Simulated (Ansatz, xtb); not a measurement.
# Relative energy of two isomers of C5H10O2

We compare I, `COCCC(C)=O`, a singlet, with II, `COC/C=C(\C)O`, a singlet. Both are isolated molecules in the gas phase, relaxed with r2SCAN-D4/def2-SVP, each in the lowest conformer that the search found.

Question: Estimate which is lower in electronic energy at CCSD(T)/def2-SVP + ΔMP2/def2-TZVPP, and by roughly how much.

Answer: The CCSD(T)/def2-SVP + ΔMP2/def2-TZVPP calculation puts structure I lower, by 52.8 kJ/mol.

Level by level:

```tsv
level	geometry	E(II) − E(I) (kJ/mol)	departure from the last row (kJ/mol)	job, with rough time for the two
r2SCAN-D4/def2-SVP	r2SCAN-D4/def2-SVP	+56.9	+4.1	optimisation, 84 s
HF/def2-SVP	r2SCAN-D4/def2-SVP	+72.3	+19.5	part of the CCSD(T) run
MP2/def2-SVP	r2SCAN-D4/def2-SVP	+67.2	+14.4	part of the CCSD(T) run
CCSD(T)/def2-SVP	r2SCAN-D4/def2-SVP	+67.4	+14.6	single point
CCSD(T)/def2-SVP + ΔMP2/def2-TZVPP	r2SCAN-D4/def2-SVP	+52.8		single point, 77 s
```

As drawn, II has 1 C–O, 1 C=C, 1 O–H in place of 1 C–C, 1 C=O, 1 C–H.

None of the levels shown reverses the order. The largest departure from CCSD(T)/def2-SVP + ΔMP2/def2-TZVPP is that of HF/def2-SVP, 19.5 kJ/mol. Levels run at GFN2-xTB geometries aren't shown. The last row adds to CCSD(T) the change of the MP2 difference between the two basis sets, here −14.6 kJ/mol, a large step that makes the value less sure.

With thermal terms from frequencies at re-optimised GFN2-xTB minima (ideal gas, soft modes damped towards free rotors, one conformer each, 298.15 K, 1 atm): on the last row, ΔE + ΔZPE = +51.2, ΔH = +51.6, ΔG = +50.7 kJ/mol.

The correlated steps freeze 7 core orbitals. Programs: Ansatz 0.2.0, xtb 6.7.1; the last row on 2 threads of AMD EPYC 9R45 96-Core Processor (Zen 5) on a shared host.
